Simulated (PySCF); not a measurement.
CHOS, SMILES [OH+]=C=S, charge +1.

The structure is a stationary point at PBE-D3(BJ)/def2-TZVP. The isomer is the one that the SMILES or the coordinates give; other isomers of the formula were not compared.

Computed with PBE-D3(BJ)/def2-TZVP in PySCF 2.14.0.

Frequencies are harmonic and unscaled.

```json
[
 {"mode": "1", "ν (cm⁻¹)": "427", "IR (km/mol)": "26.4", "moving atoms (share of kinetic energy)": "C 69 %, H 15 %, O 10 %"},
 {"mode": "2", "ν (cm⁻¹)": "461", "IR (km/mol)": "4.9", "moving atoms (share of kinetic energy)": "C 76 %, O 12 %"},
 {"mode": "3", "ν (cm⁻¹)": "896", "IR (km/mol)": "1.0", "moving atoms (share of kinetic energy)": "O 50 %, S 43 %"},
 {"mode": "4", "ν (cm⁻¹)": "993", "IR (km/mol)": "285.5", "moving atoms (share of kinetic energy)": "H 76 %, O 15 %, C 9 %"},
 {"mode": "5", "ν (cm⁻¹)": "1900", "IR (km/mol)": "422.2", "moving atoms (share of kinetic energy)": "C 76 %, O 17 %"},
 {"mode": "6", "ν (cm⁻¹)": "3467", "IR (km/mol)": "554.7", "moving atoms (share of kinetic energy)": "H 94 %"}
]
```
